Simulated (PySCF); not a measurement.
## Circular dichroism: `InChI=1S/C3H5FO3S/c1-2-3(4)7-8(5)6-2/h2-3H,1H3/t2-,3+,8+/m1/s1`

Molfile (atoms numbered from 1):
```
C3H5FO3S
     RDKit          3D

 13 13  0  0  0  0  0  0  0  0999 V2000
    1.3819   -0.7099   -0.2519 C   0  0  0  0  0  0  0  0  0  0  0  0
    0.3460   -0.2078    0.7465 C   0  0  1  0  0  0  0  0  0  0  0  0
    0.3792    1.1872    0.8727 O   0  0  0  0  0  0  0  0  0  0  0  0
   -0.5546    1.9652   -0.2617 S   0  0  0  0  0  4  0  0  0  0  0  0
   -1.3283    2.9501    0.4078 O   0  0  0  0  0  0  0  0  0  0  0  0
   -1.4625    0.5243   -0.5391 O   0  0  0  0  0  0  0  0  0  0  0  0
   -1.0863   -0.5099    0.2564 C   0  0  2  0  0  0  0  0  0  0  0  0
   -1.9268   -0.6072    1.3428 F   0  0  0  0  0  0  0  0  0  0  0  0
    2.3618   -0.3279    0.0223 H   0  0  0  0  0  0  0  0  0  0  0  0
    1.4124   -1.7957   -0.2464 H   0  0  0  0  0  0  0  0  0  0  0  0
    1.1365   -0.3637   -1.2542 H   0  0  0  0  0  0  0  0  0  0  0  0
    0.5087   -0.6373    1.7404 H   0  0  0  0  0  0  0  0  0  0  0  0
   -1.1723   -1.4668   -0.2750 H   0  0  0  0  0  0  0  0  0  0  0  0
  1  2  1  0
  2  3  1  0
  4  3  1  1
  4  5  2  0
  4  6  1  0
  6  7  1  0
  7  8  1  0
  7  2  1  0
  1  9  1  0
  1 10  1  0
  1 11  1  0
  2 12  1  1
  7 13  1  6
M  END
```

Method used: TDDFT B3LYP/def2-SVPD circular dichroism and optical rotation, one conformer, gas phase in PySCF. Geometry: GFN2-xTB.

States above about 8.2 eV (minus the energy of the highest occupied orbital) lie near or above the ionisation threshold and depend on the basis.

Question: What are the CIP labels of the stereocentres?

Answer: C2 R, S4 S, C7 R.

Question: List the lowest 16 singlet excitations with oscillator and rotatory strengths.

Answer: Rotatory strengths R in 10⁻⁴⁰ esu² cm², velocity form and length form (origin at the centre of mass); f in length form.
| state | E (eV) | λ (nm) | f | R (velocity) | R (length) | main |
| --- | --- | --- | --- | --- | --- | --- |
| 1 | 5.82 | 213 | 0.024 | +0.9 | +0.2 | HOMO→LUMO 0.95 |
| 2 | 6.67 | 186 | 0.005 | +14.1 | +15.1 | HOMO−1→LUMO 0.93 |
| 3 | 7.19 | 173 | 0.010 | -4.4 | -4.3 | HOMO−2→LUMO 0.73, HOMO→LUMO+2 0.23 |
| 4 | 7.43 | 167 | 0.048 | -4.5 | -4.6 | HOMO→LUMO+1 0.84 |
| 5 | 7.52 | 165 | 0.025 | -4.1 | -4.8 | HOMO→LUMO+2 0.50, HOMO−4→LUMO 0.17 |
| 6 | 7.75 | 160 | 0.017 | +2.0 | +1.4 | HOMO−3→LUMO 0.83 |
| 7 | 7.94 | 156 | 0.014 | -9.2 | -8.8 | HOMO→LUMO+3 0.69, HOMO→LUMO+5 0.12 |
| 8 | 8.08 | 153 | 0.013 | -16.2 | -17.0 | HOMO−1→LUMO+2 0.67, HOMO−4→LUMO 0.18 |
| 9 | 8.21 | 151 | 0.003 | -0.6 | -0.4 | HOMO→LUMO+4 0.22, HOMO−4→LUMO 0.16 |
| 10 | 8.25 | 150 | 0.007 | -6.1 | -5.7 | HOMO−1→LUMO+1 0.85, HOMO→LUMO+5 0.10 |
| 11 | 8.32 | 149 | 0.011 | +11.2 | +10.7 | HOMO→LUMO+4 0.69, HOMO→LUMO+5 0.09 |
| 12 | 8.40 | 148 | 0.020 | +13.7 | +13.8 | HOMO→LUMO+5 0.48, HOMO−5→LUMO 0.22 |
| 13 | 8.55 | 145 | 0.012 | +8.7 | +10.8 | HOMO−2→LUMO+2 0.38, HOMO−5→LUMO 0.33 |
| 14 | 8.59 | 144 | 0.003 | -4.3 | -4.7 | HOMO−2→LUMO+2 0.49, HOMO→LUMO+6 0.20 |
| 15 | 8.70 | 142 | 0.011 | +0.1 | -0.6 | HOMO→LUMO+6 0.52, HOMO−1→LUMO+3 0.22 |
| 16 | 8.84 | 140 | 0.009 | -18.0 | -18.3 | HOMO−2→LUMO+1 0.87 |

For state 15 the two forms differ in sign, so the sign of R isn't settled.

Among the states computed, the strongest CD band (largest |R|) is state 16. The largest dissymmetry factor in size, g = 4R/(D+G), with D and G the electric and magnetic dipole strengths, is +0.03 for state 2 (velocity form, f = 0.005), among bands with |R| over 0.5. The mirror image has the same energies and oscillator strengths and all R with the opposite sign.
